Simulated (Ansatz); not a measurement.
Cost and result for the atomization energy of CH₈BInSi (`B[SiH2][CH2][InH2]`) (12 atoms, 11 bonds).

Z-matrix (Å, degrees):
```
Si
C 1 1.865
In 1 3.225 2 40.3
B 1 2.009 2 111.1 3 30.1
H 1 1.492 2 114.7 3 160.3
H 1 1.501 2 109.3 3 -79.7
H 2 1.092 1 111.2 3 121.4
H 2 1.092 1 111.1 3 -117.4
H 3 1.725 1 105.8 2 -120.2
H 3 1.727 1 122.7 2 93.3
H 4 1.211 1 119.2 2 -29.1
H 4 1.195 1 125.9 2 155.4
```

The species carries charge 0 and has multiplicity 1. Correlated methods include outer-core shells of In, which these sets cover unevenly. In: def2 effective core potential. The structure was optimised at the PBE0-D4/def2-TZVP level. It is one conformer, not always the lowest. Program: Ansatz. All runs use 4 threads of an AMD EPYC 7B13 on a shared host. Times are those of one run each, without the atoms' runs, and a repeat can differ threefold. Electronic energies, without spin–orbit coupling; frozen cores. CCSD(T)/CBS adds CCSD(T) − MP2 in def2-TZVPP to the MP2 limit, and its time is that of the two runs behind it. T1 = 0.013. With those shells the extrapolation isn't a true limit. B3LYP takes the VWN-RPA correlation (the form of Gaussian; ORCA's B3LYP/G).

CCSD(T)/CBS is a level of theory with its own doubt, some kJ/mol a heavy atom from the limit and from the frozen cores, so smaller differences don't rank the functionals.

```tsv
level	functions	wall time	atomization (kJ/mol)	difference from CCSD(T)/CBS	per bond
PBE-D4/def2-TZVPP (with forces)	266	2.5 s	3555.7	-14.9	-1.4
PBE0-D4/def2-TZVPP	266	3.1 s	3549.6	-21.0	-1.9
r2SCAN-D4/def2-TZVPP (with forces)	266	4.4 s	3577.2	6.6	0.6
B3LYP-D4/def2-TZVPP (with forces)	266	5 s	3556.8	-13.8	-1.3
B2PLYP/def2-TZVPP	266	6 s	3509.5	-61.1	-5.6
ωB97X-V/def2-TZVPP	266	7.5 s	3595.7	25.1	2.3
ωB97M-V/def2-TZVPP (with forces)	266	11 s	3579.9	9.3	0.8
MP2/def2-QZVPP	506	21 s	3519.5	-51.1	-4.6
CCSD(T)/def2-TZVPP	266	2.4 min	3493.9	-76.7	-7.0
CCSD(T)/CBS(def2)	–	2.7 min	3570.6	0.0	0.0
```

In def2-TZVPP, CCSD(T) changes the Hartree–Fock value by +777.2 kJ/mol (the triples alone add +35.9 kJ/mol) and MP2 by +757.3 kJ/mol; breaking electron pairs costs correlation energy, which Hartree–Fock lacks. The D4 term adds +43.3 kJ/mol with B3LYP and +22.8 kJ/mol with PBE0; it sums over pairs of atoms, weighted by their polarisabilities, and B3LYP, whose exchange is more repulsive, gets the larger term.

Spin–orbit coupling would lower the free In atoms strongly, and the atomization energy with them, by more than many differences here.
